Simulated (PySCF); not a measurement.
**S²⁺: ionisation energy**

S²⁺ [Ne] 3s2 3p2 (3P) → S³⁺ [Ne] 3s2 3p1 (2P), as a difference of total energies. Computed with PySCF 2.14 in cc-pVDZ-DK, with the spin-free X2C one-electron Hamiltonian (Gaussian nucleus). Correlated levels: valence: [Ne] frozen. The calculations carry no spin-orbit coupling.

| method | ionisation energy (eV) |
| --- | --- |
| UHF | 34.124 |
| MN15 | 34.943 |
| PBE0 | 34.863 |
| MP2 (valence) | 34.432 |
| SCS-MP2 (valence) | 34.355 |
| CCSD (valence) | 34.456 |
| CCSD(T) (valence) | 34.464 |

Question: How much does correlation contribute at CCSD(T) (valence)?

Answer: 34.464 − (34.124) = 0.340 eV, measured against UHF.

The reference lies between the lowest fine-structure levels, while these numbers refer to the centres of the terms.

Errors of the correlated levels include the incompleteness of this basis and the frozen core.

For comparison: 34.86 ± 0.04 eV (semi-empirical (NIST evaluation); NIST Atomic Spectra Database, ionization energies).
